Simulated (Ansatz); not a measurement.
Ansatz (an electronic-structure program) job for C₂H₁₀OSi₃, SMILES [SiH3][C@H]1O[SiH2]C[SiH2]1, PBE0-D3(BJ)/def2-SVP. 

Ansatz 0.2 input:
```yaml
crystal:
  periodic: [false, false, false]
  atoms:
    - {symbol: Si, position_ang: [2.22544201, 0.56988396, -0.59695476]}
    - {symbol: C, position_ang: [0.84312259, -0.12642531, 0.51576086]}
    - {symbol: O, position_ang: [-0.03111603, 0.97941168, 0.78028306]}
    - {symbol: Si, position_ang: [-1.59374182, 0.99274175, 0.35587107]}
    - {symbol: C, position_ang: [-1.87948491, -0.77872585, -0.29773897]}
    - {symbol: Si, position_ang: [-0.18101596, -1.60971193, -0.15846300]}
    - {symbol: H, position_ang: [2.85459380, 1.71614392, 0.05845242]}
    - {symbol: H, position_ang: [1.63451923, 0.99238499, -1.86794034]}
    - {symbol: H, position_ang: [3.20882171, -0.49369975, -0.82292623]}
    - {symbol: H, position_ang: [1.27975505, -0.39913336, 1.48465669]}
    - {symbol: H, position_ang: [-2.35737847, 1.28813304, 1.56608499]}
    - {symbol: H, position_ang: [-1.79175578, 1.99322615, -0.69411546]}
    - {symbol: H, position_ang: [-2.23771631, -0.77151145, -1.32421599]}
    - {symbol: H, position_ang: [-2.63431331, -1.30327571, 0.28276543]}
    - {symbol: H, position_ang: [0.35580229, -2.05418565, -1.44847699]}
    - {symbol: H, position_ang: [-0.15480502, -2.71326178, 0.80897354]}
basis:
  gaussian:
    orbitals: def2-SVP
hamiltonian:
  xc: pbe0
  dispersion: d3bj
relax: {f_tol: 0.002, max_steps: 200}
```

Program output:

```
WARN ansatz: RAYON_NUM_THREADS=2 ignored (pool sized by the plan → 2); use --threads N
Functional definition: PBE0
integrals: 0.14 GiB planned
1525 factors; integrals over basis functions are off by at most 4.1e-4 eV
mean field: 0.97 GiB planned
mean field evaluation 1: about -27885.0673 eV, gradient 5.6e1 eV
mean field evaluation 2: about -27878.5033 eV, gradient 7.7e1 eV
mean field evaluation 4: about -27891.9114 eV, gradient 4.4e0 eV
mean field evaluation 8: about -27891.9635 eV, gradient 4.2e-2 eV
mean field -27891.96347447 eV, -1025.0107518347 hartree, gradient 2.8e-5 eV, S^2 0.000000; 0 other end points of the search recorded, 0 dependent functions left out
the calculation of the forces begins
reference -27891.96350946 eV, -1025.0107531208 hartree; 36, 36 occupied and 110, 110 virtual orbitals, 1525 factors
relax step   1: F+E_penalty+E_count = -27892.38370908 eV  Δ(F+E_penalty+E_count) = +0.000e0 eV  max|allowed force component| = 1.686e0 eV/Å  Δτ_max = 0.0000 Å  (24 SCF iters, accepted)
these checks for a lower state are left out or cut short: starts, cluster_reference, orbital_swaps, neighbouring_geometries, increment
integrals: 0.14 GiB planned
1525 factors; integrals over basis functions are off by at most 4.5e-4 eV
mean field: 0.97 GiB planned
mean field evaluation 16: about -27892.0672 eV, gradient 3.7e0 eV
mean field -27892.10728326 eV, -1025.0160367103 hartree, gradient 7.6e-5 eV, S^2 0.000000; 0 other end points of the search recorded, 0 dependent functions left out
the calculation of the forces begins
[...]
these checks for a lower state are left out or cut short: starts, cluster_reference, orbital_swaps, neighbouring_geometries, increment
integrals: 0.14 GiB planned
1525 factors; integrals over basis functions are off by at most 4.1e-4 eV
mean field: 0.97 GiB planned
mean field -27892.14100864 eV, -1025.0172760954 hartree, gradient 8.6e-5 eV, S^2 0.000000; 0 other end points of the search recorded, 0 dependent functions left out
the calculation of the forces begins
reference -27892.14104280 eV, -1025.0172773506 hartree; 36, 36 occupied and 110, 110 virtual orbitals, 1525 factors
relax step  21: F+E_penalty+E_count = -27892.56912795 eV  Δ(F+E_penalty+E_count) = -1.392e-3 eV  max|allowed force component| = 7.518e-2 eV/Å  Δτ_max = 0.0537 Å  (24 SCF iters, accepted)
these checks for a lower state are left out or cut short: starts, cluster_reference, orbital_swaps, neighbouring_geometries, increment
integrals: 0.14 GiB planned
1525 factors; integrals over basis functions are off by at most 4.3e-4 eV
mean field: 0.97 GiB planned
mean field evaluation 128: about -27892.1413 eV, gradient 8.6e-5 eV
mean field -27892.14131784 eV, -1025.0172874583 hartree, gradient 8.6e-5 eV, S^2 0.000000; 0 other end points of the search recorded, 0 dependent functions left out
the calculation of the forces begins
reference -27892.14135215 eV, -1025.0172887192 hartree; 36, 36 occupied and 110, 110 virtual orbitals, 1525 factors
relax step  22: F+E_penalty+E_count = -27892.57051808 eV  Δ(F+E_penalty+E_count) = -1.390e-3 eV  max|allowed force component| = 1.042e-1 eV/Å  Δτ_max = 0.1293 Å  (25 SCF iters, accepted)
these checks for a lower state are left out or cut short: starts, cluster_reference, orbital_swaps, neighbouring_geometries, increment
integrals: 0.14 GiB planned
1525 factors; integrals over basis functions are off by at most 4.4e-4 eV
mean field: 0.97 GiB planned
mean field -27892.14151183 eV, -1025.0172945872 hartree, gradient 8.5e-5 eV, S^2 0.000000; 0 other end points of the search recorded, 0 dependent functions left out
the calculation of the forces begins
reference -27892.14154615 eV, -1025.0172958484 hartree; 36, 36 occupied and 110, 110 virtual orbitals, 1525 factors
relax step  23: F+E_penalty+E_count = -27892.57102072 eV  Δ(F+E_penalty+E_count) = -5.026e-4 eV  max|allowed force component| = 9.239e-2 eV/Å  Δτ_max = 0.0346 Å  (25 SCF iters, accepted)
these checks for a lower state are left out or cut short: starts, cluster_reference, orbital_swaps, neighbouring_geometries, increment
integrals: 0.14 GiB planned
1525 factors; integrals over basis functions are off by at most 4.4e-4 eV
mean field: 0.97 GiB planned
mean field -27892.14204667 eV, -1025.0173142423 hartree, gradient 8.5e-5 eV, S^2 0.000000; 0 other end points of the search recorded, 0 dependent functions left out
the calculation of the forces begins
reference -27892.14208098 eV, -1025.0173155031 hartree; 36, 36 occupied and 110, 110 virtual orbitals, 1525 factors
relax step  24: F+E_penalty+E_count = -27892.57169847 eV  Δ(F+E_penalty+E_count) = -6.777e-4 eV  max|allowed force component| = 3.304e-2 eV/Å  Δτ_max = 0.0290 Å  (25 SCF iters, accepted)
these checks for a lower state are left out or cut short: starts, cluster_reference, orbital_swaps, neighbouring_geometries, increment
integrals: 0.14 GiB planned
1525 factors; integrals over basis functions are off by at most 4.5e-4 eV
mean field: 0.97 GiB planned
mean field -27892.14226244 eV, -1025.0173221715 hartree, gradient 8.5e-5 eV, S^2 0.000000; 0 other end points of the search recorded, 0 dependent functions left out
the calculation of the forces begins
reference -27892.14229672 eV, -1025.0173234312 hartree; 36, 36 occupied and 110, 110 virtual orbitals, 1525 factors
relax step  25: F+E_penalty+E_count = -27892.57205728 eV  Δ(F+E_penalty+E_count) = -3.588e-4 eV  max|allowed force component| = 1.826e-2 eV/Å  Δτ_max = 0.0438 Å  (24 SCF iters, accepted)
these checks for a lower state are left out or cut short: starts, cluster_reference, orbital_swaps, neighbouring_geometries, increment
integrals: 0.14 GiB planned
1525 factors; integrals over basis functions are off by at most 4.5e-4 eV
mean field: 0.97 GiB planned
mean field -27892.14229936 eV, -1025.0173235285 hartree, gradient 8.5e-5 eV, S^2 0.000000; 0 other end points of the search recorded, 0 dependent functions left out
the calculation of the forces begins
reference -27892.14233358 eV, -1025.0173247860 hartree; 36, 36 occupied and 110, 110 virtual orbitals, 1525 factors
relax step  26: F+E_penalty+E_count = -27892.57217122 eV  Δ(F+E_penalty+E_count) = -1.139e-4 eV  max|allowed force component| = 2.521e-2 eV/Å  Δτ_max = 0.0330 Å  (25 SCF iters, accepted)
these checks for a lower state are left out or cut short: starts, cluster_reference, orbital_swaps, neighbouring_geometries, increment
integrals: 0.14 GiB planned
1525 factors; integrals over basis functions are off by at most 4.5e-4 eV
mean field: 0.97 GiB planned
mean field -27892.14242724 eV, -1025.0173282279 hartree, gradient 1.6e-5 eV, S^2 0.000000; 0 other end points of the search recorded, 0 dependent functions left out
the calculation of the forces begins
reference -27892.14246144 eV, -1025.0173294848 hartree; 36, 36 occupied and 110, 110 virtual orbitals, 1525 factors
relax step  27: F+E_penalty+E_count = -27892.57223948 eV  Δ(F+E_penalty+E_count) = -6.825e-5 eV  max|allowed force component| = 1.855e-2 eV/Å  Δτ_max = 0.0103 Å  (23 SCF iters, accepted)
these checks for a lower state are left out or cut short: starts, cluster_reference, orbital_swaps, neighbouring_geometries, increment
integrals: 0.14 GiB planned
1525 factors; integrals over basis functions are off by at most 4.5e-4 eV
mean field: 0.97 GiB planned
mean field evaluation 160: about -27892.1426 eV, gradient 1.1e-5 eV
mean field -27892.14262191 eV, -1025.0173353819 hartree, gradient 1.1e-5 eV, S^2 0.000000; 0 other end points of the search recorded, 0 dependent functions left out
the calculation of the forces begins
reference -27892.14265611 eV, -1025.0173366387 hartree; 36, 36 occupied and 110, 110 virtual orbitals, 1525 factors
relax step  28: F+E_penalty+E_count = -27892.57227815 eV  Δ(F+E_penalty+E_count) = -3.868e-5 eV  max|allowed force component| = 1.092e-2 eV/Å  Δτ_max = 0.0077 Å  (23 SCF iters, accepted)
these checks for a lower state are left out or cut short: starts, cluster_reference, orbital_swaps, neighbouring_geometries, increment
integrals: 0.14 GiB planned
1525 factors; integrals over basis functions are off by at most 4.5e-4 eV
mean field: 0.97 GiB planned
mean field -27892.14280017 eV, -1025.0173419328 hartree, gradient 1.8e-5 eV, S^2 0.000000; 0 other end points of the search recorded, 0 dependent functions left out
the calculation of the forces begins
reference -27892.14283436 eV, -1025.0173431894 hartree; 36, 36 occupied and 110, 110 virtual orbitals, 1525 factors
relax step  29: F+E_penalty+E_count = -27892.57229729 eV  Δ(F+E_penalty+E_count) = -1.914e-5 eV  max|allowed force component| = 6.324e-3 eV/Å  Δτ_max = 0.0099 Å  (23 SCF iters, accepted)
these checks for a lower state are left out or cut short: starts, cluster_reference, orbital_swaps, neighbouring_geometries, increment
integrals: 0.14 GiB planned
1525 factors; integrals over basis functions are off by at most 4.5e-4 eV
mean field: 0.97 GiB planned
mean field -27892.14283399 eV, -1025.0173431756 hartree, gradient 2.5e-5 eV, S^2 0.000000; 0 other end points of the search recorded, 0 dependent functions left out
the calculation of the forces begins
reference -27892.14286818 eV, -1025.0173444322 hartree; 36, 36 occupied and 110, 110 virtual orbitals, 1525 factors
relax step  30: F+E_penalty+E_count = -27892.57230083 eV  Δ(F+E_penalty+E_count) = -3.536e-6 eV  max|allowed force component| = 2.325e-3 eV/Å  Δτ_max = 0.0015 Å  (19 SCF iters, accepted)
these checks for a lower state are left out or cut short: starts, cluster_reference, orbital_swaps, neighbouring_geometries, increment
integrals: 0.14 GiB planned
1525 factors; integrals over basis functions are off by at most 4.5e-4 eV
mean field: 0.97 GiB planned
mean field -27892.14283553 eV, -1025.0173432323 hartree, gradient 9.1e-6 eV, S^2 0.000000; 0 other end points of the search recorded, 0 dependent functions left out
the calculation of the forces begins
reference -27892.14286972 eV, -1025.0173444888 hartree; 36, 36 occupied and 110, 110 virtual orbitals, 1525 factors
relax step  31: F+E_penalty+E_count = -27892.57230156 eV  Δ(F+E_penalty+E_count) = -7.320e-7 eV  max|allowed force component| = 4.492e-4 eV/Å  Δτ_max = 0.0004 Å  (19 SCF iters, accepted)
integrals: 0.14 GiB planned
1525 factors; integrals over basis functions are off by at most 4.5e-4 eV
mean field: 0.97 GiB planned
mean field -27892.14283553 eV, -1025.0173432323 hartree, gradient 9.1e-6 eV, S^2 0.000000; 1 other end points of the search recorded, 0 dependent functions left out
the calculation of the forces begins
reference -27892.14286972 eV, -1025.0173444888 hartree; 36, 36 occupied and 110, 110 virtual orbitals, 1525 factors
Total energy: -27892.57233575 eV, -1025.0331270744 hartree
Atom 0 at     2.036475     0.583510    -0.694344 Å, force    -0.000064    -0.000007    -0.000378 eV/Å
Atom 1 at     0.907684    -0.167375     0.634855 Å, force     0.000275    -0.000195    -0.000285 eV/Å
Atom 2 at     0.003120     0.830205     1.123252 Å, force    -0.000123     0.000044     0.000286 eV/Å
Atom 3 at    -1.532149     0.949953     0.441409 Å, force     0.000111    -0.000134     0.000095 eV/Å
Atom 4 at    -1.726861    -0.685642    -0.476867 Å, force    -0.000096    -0.000247    -0.000336 eV/Å
Atom 5 at    -0.166222    -1.631375     0.012048 Å, force    -0.000449     0.000207    -0.000090 eV/Å
Atom 6 at     2.726342     1.803057    -0.179004 Å, force     0.000000     0.000006     0.000169 eV/Å
Atom 7 at     1.196675     0.970531    -1.872383 Å, force     0.000023    -0.000066    -0.000096 eV/Å
Atom 8 at     3.052468    -0.422204    -1.135502 Å, force    -0.000049    -0.000148     0.000288 eV/Å
Atom 9 at     1.540399    -0.500637     1.476941 Å, force     0.000112     0.000082     0.000125 eV/Å
Atom 10 at    -2.514360     1.138206     1.546483 Å, force    -0.000059     0.000067    -0.000033 eV/Å
Atom 11 at    -1.608541     2.120627    -0.483554 Å, force    -0.000148     0.000095    -0.000014 eV/Å
Atom 12 at    -1.751821    -0.520448    -1.565750 Å, force    -0.000020    -0.000028     0.000370 eV/Å
Atom 13 at    -2.643248    -1.223961    -0.191836 Å, force     0.000226     0.000129    -0.000042 eV/Å
Atom 14 at     0.472015    -2.373662    -1.118298 Å, force     0.000063     0.000085     0.000034 eV/Å
Atom 15 at    -0.451247    -2.588790     1.124568 Å, force     0.000197     0.000110    -0.000092 eV/Å
Dipole moment:    -0.137631    -0.229569    -0.132268 e Å
```

The run converged.

Cost: very roughly 5 core-minutes.
